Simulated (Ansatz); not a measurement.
Two spin states of SF-, each at its own minimum; 2S+1 = 1, 3, 5 were tried, and our sources give no spin for the ground state.

Each state is the lowest solution found for its spin in def2 and cc sets. The singlet is a restricted closed-shell determinant, which can mix singlet states where a π or δ shell is part-filled.

Codes used: Ansatz (an electronic-structure program) with Gaussian orbitals. Each number belongs to the level named beside it.

Problem. One of these levels gives 142.3 kJ/mol for the energy of the multiplicity-3 state above the multiplicity-1 state. Which?
A. PBE0/def2-TZVPP
B. PBE/def2-TZVPP
C. wB97X-V/def2-TZVPP

Solution. C, wB97X-V/def2-TZVPP. The others give 114.1 (PBE/def2-TZVPP), 125.1 (PBE0/def2-TZVPP)
